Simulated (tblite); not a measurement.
Species: C3H6BF3Si.
SMILES with atom numbers: `[BH2:1][C@@H:2]1[SiH2:3][C@:4]1([F:5])[CH:6]([F:7])[F:8]` (hydrogens: H9, H10 on B1; H11 on C2; H12, H13 on Si3; H14 on C6)

Computed with GFN2-xTB (tblite), gas phase: L-BFGS steps from a force-field or distance-geometry start until the largest atomic force falls under 0.01 eV/Å.

Step 5: E = -723.3023 eV
```
atom  x, y, z in Å  |  force x, y, z in eV/Å
B1      1.9102   -0.0904    0.2555   -0.010  -0.031   0.075
C2      0.7077   -0.7466   -0.4064   -0.008   0.199  -0.315
Si3    -0.1422    0.6080   -1.5231    0.031  -0.033  -0.138
C4     -0.7531   -0.4620   -0.0976   -0.186   0.000   0.199
F5     -1.6027   -1.5144   -0.3520    0.109  -0.127  -0.095
C6     -1.1453    0.2095    1.1858   -0.061   0.061   0.258
F7     -0.6627   -0.3875    2.3028    0.006  -0.208   0.048
F8     -2.4927    0.2237    1.3128   -0.036   0.011   0.027
H9      2.9877   -0.4099   -0.0548    0.039  -0.093  -0.042
H10     1.7738    0.7796    1.0190   -0.039   0.073   0.107
H11     0.8274   -1.6928   -0.9271   -0.041   0.031   0.078
H12    -0.6912    0.2382   -2.8077    0.095  -0.020  -0.092
H13     0.0901    1.9932   -1.1501   -0.017  -0.033  -0.117
H14    -0.8077    1.2510    1.2209    0.118   0.169   0.009
```

Step 6: E = -723.3120 eV
```
atom  x, y, z in Å  |  force x, y, z in eV/Å
B1      1.9096   -0.0823    0.2477    0.025  -0.080   0.155
C2      0.7036   -0.7395   -0.4135    0.115   0.173  -0.176
Si3    -0.1376    0.6055   -1.5284   -0.097   0.012  -0.133
C4     -0.7566   -0.4602   -0.0937   -0.096   0.063   0.044
F5     -1.5955   -1.5182   -0.3535    0.055  -0.131  -0.072
C6     -1.1479    0.2103    1.1896   -0.020   0.031   0.277
F7     -0.6649   -0.3919    2.3068   -0.013  -0.165  -0.001
F8     -2.4949    0.2245    1.3191   -0.010   0.035   0.023
H9      2.9896   -0.4181   -0.0538   -0.066  -0.022  -0.026
H10     1.7706    0.7792    1.0269   -0.006   0.009   0.006
H11     0.8249   -1.6903   -0.9242   -0.044   0.022   0.061
H12    -0.6884    0.2367   -2.8144    0.102  -0.011  -0.055
H13     0.0897    1.9929   -1.1544   -0.018  -0.056  -0.127
H14    -0.8026    1.2510    1.2237    0.073   0.119   0.024
```

Step 7: E = -723.3205 eV
```
atom  x, y, z in Å  |  force x, y, z in eV/Å
B1      1.9096   -0.0785    0.2459    0.038  -0.098   0.176
C2      0.7017   -0.7299   -0.4235    0.148   0.107   0.003
Si3    -0.1362    0.6033   -1.5344   -0.209   0.048  -0.093
C4     -0.7611   -0.4575   -0.0894    0.020   0.105  -0.106
F5     -1.5887   -1.5238   -0.3563    0.047  -0.071  -0.016
C6     -1.1500    0.2120    1.1975    0.030  -0.018   0.150
F7     -0.6665   -0.3996    2.3104   -0.037  -0.100  -0.023
F8     -2.4973    0.2260    1.3243    0.018   0.066   0.053
H9      2.9900   -0.4246   -0.0539   -0.127   0.026   0.000
H10     1.7680    0.7796    1.0331    0.022  -0.046  -0.059
H11     0.8222   -1.6879   -0.9207   -0.040   0.036   0.043
H12    -0.6841    0.2352   -2.8211    0.089  -0.013  -0.063
H13     0.0889    1.9915   -1.1605   -0.016  -0.055  -0.132
H14    -0.7971    1.2538    1.2264    0.017   0.013   0.068
```

**Question.** Estimate the geometry and energy of step 8. (The exact step hangs on the optimiser's Hessian estimate; all steps are aligned on step 7, rigid shifts and turns removed.)

**Answer.** E = -723.3264 eV, largest force 0.248 eV/Å
```
atom  x, y, z in Å  |  force x, y, z in eV/Å
B1      1.9102   -0.0784    0.2486    0.025  -0.091   0.150
C2      0.7025   -0.7214   -0.4308    0.089   0.052   0.104
Si3    -0.1392    0.6027   -1.5399   -0.241   0.048  -0.036
C4     -0.7639   -0.4539   -0.0878    0.082   0.096  -0.149
F5     -1.5831   -1.5287   -0.3585    0.069   0.006   0.031
C6     -1.1508    0.2131    1.2050    0.053  -0.046  -0.007
F7     -0.6680   -0.4070    2.3127   -0.046  -0.057  -0.029
F8     -2.4987    0.2282    1.3287    0.041   0.083   0.077
H9      2.9883   -0.4284   -0.0542   -0.115   0.036   0.019
H10     1.7667    0.7795    1.0361    0.038  -0.058  -0.064
H11     0.8197   -1.6856   -0.9174   -0.028   0.056   0.027
H12    -0.6795    0.2339   -2.8270    0.064  -0.025  -0.101
H13     0.0881    1.9896   -1.1671   -0.013  -0.026  -0.128
H14    -0.7931    1.2562    1.2295   -0.018  -0.073   0.106
```

The energy changes by -0.0059 eV. The first-order estimate −F·Δx gives -0.0079 eV and the mean of the old and new forces, exact on a quadratic surface, -0.0059 eV. The step makes an angle of 51° with the force vector and moves no atom by more than 0.011 Å.

What follows is the cost of the whole relaxation. The run took 0.83 s wall on Arm Neoverse N1, one thread, no GPU, shared host with 64 logical CPUs at a one-minute load of 62.
